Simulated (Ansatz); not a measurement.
Reaction (atomization): `[CH3][Ge]([OH])([OH])[GeH3]` → C• + 2 Ge• + 8 H• + 2 O•

Calculated with Ansatz (gas phase, PBE0-D4/def2-TZVP geometries, no zero-point term in ΔE). CCSD(T)/CBS adds triple-zeta CCSD(T) − MP2 to the extrapolated MP2 energy (def2 sets, frozen cores). This one scheme is used for every species, atoms too. Functionals use def2-TZVPP. B3LYP here is the variant with VWN-RPA as its local correlation; programs differ in this. No spin–orbit coupling; open shells (•) take unrestricted orbitals. Spin–orbit coupling would lower the free atoms: a little for C, O; clearly for Ge. Bonds to Ge are less sure, by a few kJ/mol each and by 10 to 20 or more in all where they break to atoms, as the def2 sets lack core-valence functions. Scalar relativity is left out up to krypton. One conformer a species, not always the lowest.

(1) What is ΔE at CCSD(T)/CBS? (Estimate.)

(2) What do these levels give: PBE-D4, PBE0-D4, ωB97M-V, B2PLYP, PBE, PBE0, B3LYP, MP2/def2-TZVPP, MP2/def2-QZVPP, SCS-MP2/def2-QZVPP, MP2/CBS(def2), CCSD/CBS(def2)? (Estimate.)

Largest T1 diagnostic among the species: 0.012.

Answers

(1) The calculation gave: +1047.6 kcal/mol.

(2) The calculation gave: PBE-D4 1047.5, PBE0-D4 1029.9, ωB97M-V 1036.5, B2PLYP 1026.6, PBE 1041.0, PBE0 1024.3, B3LYP 1022.7, MP2/def2-TZVPP 1034.4, MP2/def2-QZVPP 1048.0, SCS-MP2/def2-QZVPP 1047.1, MP2/CBS(def2) 1057.7, CCSD/CBS(def2) 1032.5 kcal/mol.

In def2-TZVPP, CCSD(T) changes the Hartree–Fock value by +285.9 kcal/mol (the triples alone add +15.1 kcal/mol) and MP2 by +296.0 kcal/mol; breaking electron pairs costs correlation energy, which Hartree–Fock lacks. The D4 term adds +10.5 kcal/mol with B3LYP and +5.6 kcal/mol with PBE0; it sums over pairs of atoms, weighted by their polarisabilities, and B3LYP, whose exchange is more repulsive, gets the larger term.

For atomizations the MP2-based limit and the directly extrapolated one differ by several kJ/mol either way, and by 10 to 25 for some Ge, Se and Sn compounds, so smaller differences from it don't rank the levels.
